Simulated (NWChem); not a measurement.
System: SnNH4Cl; SMILES [NH2][SnH2][Cl]

Input file for NWChem:

```
start job
memory heap 200 mb stack 900 mb global 1100 mb
geometry units angstroms
  Sn     0.075231     0.418545     0.161868
  N      1.969489    -0.196429    -0.125437
  Cl    -1.151138    -1.372505    -0.529585
  H     -0.154397     1.721468    -0.871047
  H     -0.399119     0.835027     1.748562
  H      2.128566    -1.174917     0.074241
  H      2.685691     0.330146     0.354857
end
basis spherical
  * library def2-svp
end
ecp
  Sn library def2-ecp
end
dft
  xc pbe0
  iterations 150
end
driver
  maxiter 120
end
task dft optimize
dft
  grid fine
  convergence energy 1d-8 density 1d-7
end
task dft freq numerical
```

NWChem printed, in part:

```
             Northwest Computational Chemistry Package (NWChem) 7.3.0
             --------------------------------------------------------

 C1  symmetry detected

                             Geometry "geometry" -> ""
                             -------------------------

 Output coordinates in angstroms (scale by  1.889725989 to convert to a.u.)

  No.       Tag          Charge          X              Y              Z
 ---- ---------------- ---------- -------------- -------------- --------------
    1 Sn                  50.0000    -0.31695367     0.35779941    -0.00180219
    2 N                    7.0000     1.46802311     1.28513670    -0.05522520
    3 Cl                  17.0000     0.25540303    -1.84727077    -0.00644775
    4 H                    1.0000    -1.09753779     0.76488199    -1.43086586
    5 H                    1.0000    -1.33738003     0.66213743     1.33317775
    6 H                    1.0000     2.19481645     0.82897591     0.47984894
    7 H                    1.0000     1.46977178     2.26168013     0.20413698

 Effective nuclear repulsion energy (a.u.)     380.9210089140

                                Z-matrix (autoz)
                                --------

 Units are Angstrom for bonds and degrees for angles

      Type          Name      I     J     K     L     M      Value
      ----------- --------  ----- ----- ----- ----- ----- ----------
    1 Stretch                  1     2                       2.01220
    2 Stretch                  1     3                       2.27815
    3 Stretch                  1     4                       1.67847
    4 Stretch                  1     5                       1.70765
    5 Stretch                  2     6                       1.01124
    6 Stretch                  2     7                       1.01040
    7 Bend                     1     2     6               114.55819
    8 Bend                     1     2     7               116.11249
    9 Bend                     2     1     3               102.89429
   10 Bend                     2     1     4               106.15070
   11 Bend                     2     1     5               117.95027
   12 Bend                     3     1     4               110.47855
   13 Bend                     3     1     5               108.91883
   14 Bend                     4     1     5               110.14990
   15 Bend                     6     2     7               107.39197
   16 Torsion                  3     1     2     6         -36.91612
   17 Torsion                  3     1     2     7        -163.07132
   18 Torsion                  4     1     2     6        -153.01678
   19 Torsion                  4     1     2     7          80.82802
   20 Torsion                  5     1     2     6          82.95192
   21 Torsion                  5     1     2     7         -43.20328

                           NWChem Geometry Optimization
                           ----------------------------

 maximum gradient threshold         (gmax) =   0.000450
 rms gradient threshold             (grms) =   0.000300
 maximum cartesian step threshold   (xmax) =   0.001800
 rms cartesian step threshold       (xrms) =   0.001200
 fixed trust radius                (trust) =   0.300000
 source of zmatrix                         =   autoz

          -------------------
          Energy Minimization
          -------------------

 Using diagonal initial Hessian
 Scaling for Hessian diagonals: bonds = 1.00  angles = 0.25  torsions = 0.10

          --------
          Step   0

                                 NWChem DFT Module
                                 -----------------

 Summary of "ao basis" -> "ao basis" (spherical)
 ------------------------------------------------------------------------------
       Tag                 Description            Shells   Functions and Types
 ---------------- ------------------------------  ------  ---------------------
 Sn                         def2-svp                10       26   4s4p2d
 N                          def2-svp                 6       14   3s2p1d
 Cl                         def2-svp                 8       18   4s3p1d
 H                          def2-svp                 3        5   2s1p

            General Information
            -------------------
          SCF calculation type: DFT
          Wavefunction type:  closed shell.
          No. of atoms     :     7
          No. of electrons :    50
           Alpha electrons :    25
            Beta electrons :    25
          Charge           :     0
          Spin multiplicity:     1
          Use of symmetry is: off; symmetry adaption is: off
          Maximum number of iterations: 150
          AO basis - number of functions:    78
                     number of shells:    36
          Convergence on energy requested:  1.00D-06
          Convergence on density requested:  1.00D-05
          Convergence on gradient requested:  5.00D-04

              XC Information
              --------------
                         PBE0 Method XC Functional
                     Hartree-Fock (Exact) Exchange  0.250
          PerdewBurkeErnzerhof Exchange Functional  0.750
            Perdew 1991 LDA Correlation Functional  1.000 local
           PerdewBurkeErnz. Correlation Functional  1.000 non-local

             Grid Information
             ----------------
          Grid used for XC integration:  medium
          Radial quadrature: Mura-Knowles
          Angular quadrature: Lebedev.
          Tag              B.-S. Rad. Rad. Pts. Rad. Cut. Ang. Pts.
          ---              ---------- --------- --------- ---------
          Sn                  1.45      123           9.0       590
          N                   0.65       49           9.0       434
          Cl                  1.00       88          11.0       590
          H                   0.35       45          10.0       434
          Grid pruning is: on
          Number of quadrature shells:   440
          Spatial weights used:  Erf1

      Superposition of Atomic Density Guess
      -------------------------------------

 Sum of atomic energies:        -764.66055983

      Non-variational initial energy
      ------------------------------

 Total energy =    -729.637749
 1-e energy   =   -1465.002901
 2-e energy   =     545.415751
 HOMO         =      -0.327699
 LUMO         =       0.029840

   convergence    iter        energy       DeltaE   RMS-Dens  Diis-err
 ---------------- ----- ----------------- --------- --------- ---------
 d= 0,ls=0.0,diis     1   -731.2149135936 -9.21D+02  1.61D-02  4.36D-01
 d= 0,ls=0.0,diis     2   -731.1920395572  2.29D-02  8.63D-03  6.42D-01
 d= 0,ls=0.0,diis     3   -731.2720516672 -8.00D-02  1.68D-03  2.21D-02
 d= 0,ls=0.0,diis     4   -731.2741679856 -2.12D-03  7.35D-04  3.54D-03
 d= 0,ls=0.0,diis     5   -731.2746503526 -4.82D-04  8.27D-05  4.39D-05
  Resetting Diis
 d= 0,ls=0.0,diis     6   -731.2746554465 -5.09D-06  1.78D-05  1.81D-06
 d= 0,ls=0.0,diis     7   -731.2746556737 -2.27D-07  6.96D-06  1.04D-07

         Total DFT energy =     -731.274655673683
      One electron energy =    -1467.214485059169
           Coulomb energy =      600.556277359104
    Exchange-Corr. energy =      -54.565848988695
 Nuclear repulsion energy =      189.949401015078

 Numeric. integr. density =       50.000020543847

                       DFT Final Molecular Orbital Analysis
                       ------------------------------------

 Vector   23  Occ=2.000000D+00  E=-3.228227D-01
              MO Center=  2.9D-01, -1.5D+00, -1.4D-02, r^2= 2.3D+00
   Bfn.  Coefficient  Atom+Function         Bfn.  Coefficient  Atom+Function
  ----- ------------  ---------------      ----- ------------  ---------------
    51      0.582438  3 Cl px                48      0.424367  3 Cl px
    45      0.247890  3 Cl px                29     -0.143248  2 N  s
    52      0.142099  3 Cl py                53     -0.115538  3 Cl pz
    49      0.102476  3 Cl py                30     -0.094271  2 N  px
    32     -0.084653  2 N  pz                50     -0.084615  3 Cl pz

 Vector   24  Occ=2.000000D+00  E=-3.132739D-01
              MO Center= -4.5D-02, -1.0D+00, -1.1D-01, r^2= 3.4D+00
   Bfn.  Coefficient  Atom+Function         Bfn.  Coefficient  Atom+Function
  ----- ------------  ---------------      ----- ------------  ---------------
    53      0.550545  3 Cl pz                50      0.396843  3 Cl pz
    47      0.231651  3 Cl pz                59      0.202922  4 H  s
    60      0.186579  4 H  s                 13     -0.163378  1 Sn pz
    64     -0.147108  5 H  s                 65     -0.135744  5 H  s
    18      0.084536  1 Sn d -1              51      0.084341  3 Cl px

 Vector   25  Occ=2.000000D+00  E=-2.670405D-01
              MO Center=  1.1D+00,  1.2D+00, -3.5D-02, r^2= 2.1D+00
   Bfn.  Coefficient  Atom+Function         Bfn.  Coefficient  Atom+Function
  ----- ------------  ---------------      ----- ------------  ---------------
    32      0.488055  2 N  pz                35     -0.413718  2 N  pz
    65      0.224526  5 H  s                 30     -0.189246  2 N  px
    33      0.167851  2 N  px                64      0.161373  5 H  s
    29      0.142564  2 N  s                 28      0.133982  2 N  s
    60     -0.126221  4 H  s                 16     -0.115830  1 Sn pz

[...]

      ----------------------
      Optimization converged
      ----------------------

  Step       Energy      Delta E   Gmax     Grms     Xrms     Xmax
  ---- ---------------- -------- -------- -------- -------- --------
@   29    -731.28220626 -8.9D-08  0.00006  0.00002  0.00048  0.00124
                                     ok       ok       ok       ok

                                Z-matrix (autoz)
                                --------

 Units are Angstrom for bonds and degrees for angles

      Type          Name      I     J     K     L     M      Value     Gradient
      ----------- --------  ----- ----- ----- ----- ----- ---------- ----------
    1 Stretch                  1     2                       2.02487    0.00001
    2 Stretch                  1     3                       2.37364   -0.00001
    3 Stretch                  1     4                       1.70605    0.00006
    4 Stretch                  1     5                       1.70571   -0.00003
    5 Stretch                  2     6                       1.01835    0.00002
    6 Stretch                  2     7                       1.01833    0.00002
    7 Bend                     1     2     6               113.86967   -0.00000
    8 Bend                     1     2     7               113.89418    0.00001
    9 Bend                     2     1     3               111.43328    0.00001
   10 Bend                     2     1     4               108.19663   -0.00000
   11 Bend                     2     1     5               108.22252    0.00001
   12 Bend                     3     1     4               106.13851   -0.00001
   13 Bend                     3     1     5               106.15394   -0.00001
   14 Bend                     4     1     5               116.71148   -0.00000
   15 Bend                     6     2     7               107.73420   -0.00000
   16 Torsion                  3     1     2     6          62.01504   -0.00000
   17 Torsion                  3     1     2     7         -62.06517   -0.00001
   18 Torsion                  4     1     2     6         -54.30433    0.00000
   19 Torsion                  4     1     2     7        -178.38454    0.00000
   20 Torsion                  5     1     2     6         178.36868    0.00000
   21 Torsion                  5     1     2     7          54.28847    0.00000

                         Geometry "geometry" -> "geometry"
                         ---------------------------------

 Output coordinates in angstroms (scale by  1.889725989 to convert to a.u.)

  No.       Tag          Charge          X              Y              Z
 ---- ---------------- ---------- -------------- -------------- --------------
    1 Sn                  50.0000    -0.33174735     0.40414738    -0.03358945
    2 N                    7.0000     1.32972304     1.55193756     0.11540397
    3 Cl                  17.0000     0.14370193    -1.87454186     0.43084745
    4 H                    1.0000    -0.87165776     0.45578633    -1.65112792
    5 H                    1.0000    -1.43899498     0.91090269     1.16083992
    6 H                    1.0000     2.06302554     1.30328341    -0.54600832
    7 H                    1.0000     1.74209245     1.56182530     1.04645701

 Effective nuclear repulsion energy (a.u.)     370.5559017215

                Final and change from initial internal coordinates
                --------------------------------------------------

                                Z-matrix (autoz)
                                --------

 Units are Angstrom for bonds and degrees for angles

[...]

 Rotational Constants
 --------------------
 A=   0.309693 cm-1  (  0.445569 K)
 B=   0.088370 cm-1  (  0.127142 K)
 C=   0.072051 cm-1  (  0.103664 K)

 Temperature                      =   298.15K
 frequency scaling parameter      =   1.0000

 Zero-Point correction to Energy  =   25.346 kcal/mol  (  0.040392 au)
 Thermal correction to Energy     =   28.828 kcal/mol  (  0.045941 au)
 Thermal correction to Enthalpy   =   29.420 kcal/mol  (  0.046884 au)

 Total Entropy                    =   76.808 cal/mol-K
   - Translational                =   41.297 cal/mol-K (mol. weight = 170.9050)
   - Rotational                   =   26.195 cal/mol-K (symmetry #  =        1)
   - Vibrational                  =    9.316 cal/mol-K

 Cv (constant volume heat capacity) =   18.400 cal/mol-K
   - Translational                  =    2.979 cal/mol-K
   - Rotational                     =    2.979 cal/mol-K
   - Vibrational                    =   12.441 cal/mol-K

[normal modes left out]

 ----------------------------------------------------------------------------
 Normal Eigenvalue ||           Projected Infra Red Intensities
  Mode   [cm**-1]  || [atomic units] [(debye/angs)**2] [(KM/mol)] [arbitrary]
 ------ ---------- || -------------- ----------------- ---------- -----------
    1       -0.000 ||    0.000347           0.008         0.338       0.078
    2        0.000 ||    0.000433           0.010         0.422       0.098
    3        0.000 ||    0.000011           0.000         0.011       0.003
    4        0.000 ||    0.000453           0.010         0.441       0.102
    5        0.000 ||    0.000166           0.004         0.162       0.038
    6        0.000 ||    0.000014           0.000         0.014       0.003
    7      145.857 ||    0.010126           0.234         9.871       2.286
    8      199.448 ||    0.036413           0.840        35.497       8.220
    9      365.092 ||    0.051829           1.196        50.526      11.700
   10      391.408 ||    0.039503           0.911        38.509       8.917
   11      537.315 ||    0.169994           3.922       165.719      38.375
   12      547.806 ||    0.000497           0.011         0.484       0.112
   13      622.522 ||    0.073151           1.688        71.312      16.513
   14      680.825 ||    0.160223           3.696       156.193      36.169
   15      685.569 ||    0.055705           1.285        54.304      12.575
   16      861.435 ||    0.031825           0.734        31.024       7.184
   17     1542.109 ||    0.013653           0.315        13.310       3.082
   18     1964.388 ||    0.080265           1.852        78.246      18.119
   19     1976.532 ||    0.160050           3.692       156.025      36.130
   20     3558.540 ||    0.020830           0.481        20.306       4.702
   21     3659.451 ||    0.024776           0.572        24.153       5.593
 ----------------------------------------------------------------------------
```

Level: PBE0/def2-SVP with def2 effective core potentials on Sn. def2 effective core potentials on Sn; no spin-orbit coupling.
